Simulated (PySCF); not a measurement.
Cl$_{3}$In (SMILES [Cl][In]([Cl])[Cl]), singlet, geometry from GFN2-xTB (such geometries of metal compounds can be far from the true shape) (all electrons, no relativity).

Here is a job for PySCF.
```python
from pyscf import gto, scf, dft

mol = gto.Mole()
mol.atom = '''
    In   -0.00000000   -0.00000000    0.00000000
    Cl    2.24449596   -0.20389963   -0.44000345
    Cl   -0.90325628   -1.01151285    1.85308124
    Cl   -1.34123968    1.21541248   -1.41307779
'''
mol.basis = 'sto-3g'
mol.verbose = 4
mol.build()

mf = dft.RKS(mol)
mf.xc = 'b3lyp5'
mf.kernel()
```

### Question
What does this run give for the nuclear repulsion energy, Mulliken (on the basis functions themselves) charges in atom order, dipole moment, HOMO-LUMO gap, HOMO energy, number of basis functions?

### Answer

```json
{
  "nuclear_repulsion_energy": "691.2460 Eh",
  "Mulliken (on the basis functions themselves) charges in atom order": "In1 1.06, Cl2 -0.35, Cl3 -0.35, Cl4 -0.35",
  "dipole_moment": "0.00 D",
  "HOMO-LUMO gap": "6.95 eV",
  "HOMO energy": "-6.50 eV",
  "number_of_basis_functions": "54"
}
```
